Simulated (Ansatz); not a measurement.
`Cn1cccc1-c1cccn1C` with charge +1. Total charge 1; doublet. Geometry r2SCAN-D4/def2-SVP, that of the neutral singlet.

```xyz
24

C     1.189   -0.075   -2.310
N     0.369    0.863   -1.575
C    -0.140    2.024   -2.104
C    -0.889    2.662   -1.131
C    -0.825    1.860    0.036
C    -0.035    0.745   -0.254
C     0.372   -0.367    0.589
C     1.623   -0.965    0.759
C     1.486   -1.993    1.725
C     0.160   -2.001    2.124
N    -0.512   -1.023    1.433
C    -1.925   -0.751    1.577
H     0.903   -0.049   -3.371
H     2.263    0.165   -2.229
H     1.032   -1.089   -1.919
H     0.071    2.297   -3.137
H    -1.418    3.607   -1.250
H    -1.270    2.079    1.005
H     2.539   -0.655    0.259
H     2.268   -2.653    2.096
H    -0.365   -2.627    2.844
H    -2.449   -1.684    1.827
H    -2.324   -0.356    0.633
H    -2.123   -0.013    2.373
```

(1) Estimate the α-spin orbital energies around the gap (eV) in Ansatz with PBE-D4/def2-TZVP, PBE0-D4/def2-TZVP.

## Answers

(1) 
```json
{"orbital": "HOMO−5", "PBE-D4/def2-TZVP": "-13.42", "PBE0-D4/def2-TZVP": "-14.95"}
{"orbital": "HOMO−4", "PBE-D4/def2-TZVP": "-13.32", "PBE0-D4/def2-TZVP": "-14.85"}
{"orbital": "HOMO−3", "PBE-D4/def2-TZVP": "-10.96", "PBE0-D4/def2-TZVP": "-12.14"}
{"orbital": "HOMO−2", "PBE-D4/def2-TZVP": "-10.40", "PBE0-D4/def2-TZVP": "-11.51"}
{"orbital": "HOMO−1", "PBE-D4/def2-TZVP": "-10.34", "PBE0-D4/def2-TZVP": "-11.45"}
{"orbital": "HOMO", "PBE-D4/def2-TZVP": "-9.66", "PBE0-D4/def2-TZVP": "-10.65"}
{"orbital": "LUMO", "PBE-D4/def2-TZVP": "-5.65", "PBE0-D4/def2-TZVP": "-4.83"}
{"orbital": "LUMO+1", "PBE-D4/def2-TZVP": "-4.46", "PBE0-D4/def2-TZVP": "-3.44"}
{"orbital": "LUMO+2", "PBE-D4/def2-TZVP": "-4.06", "PBE0-D4/def2-TZVP": "-3.04"}
{"orbital": "LUMO+3", "PBE-D4/def2-TZVP": "-3.61", "PBE0-D4/def2-TZVP": "-2.55"}
{"orbital": "LUMO+4", "PBE-D4/def2-TZVP": "-3.19", "PBE0-D4/def2-TZVP": "-2.38"}
{"orbital": "LUMO+5", "PBE-D4/def2-TZVP": "-2.85", "PBE0-D4/def2-TZVP": "-1.99"}
{"orbital": "β HOMO", "PBE-D4/def2-TZVP": "-10.25", "PBE0-D4/def2-TZVP": "-11.17"}
{"orbital": "β LUMO", "PBE-D4/def2-TZVP": "-9.12", "PBE0-D4/def2-TZVP": "-8.43"}
```
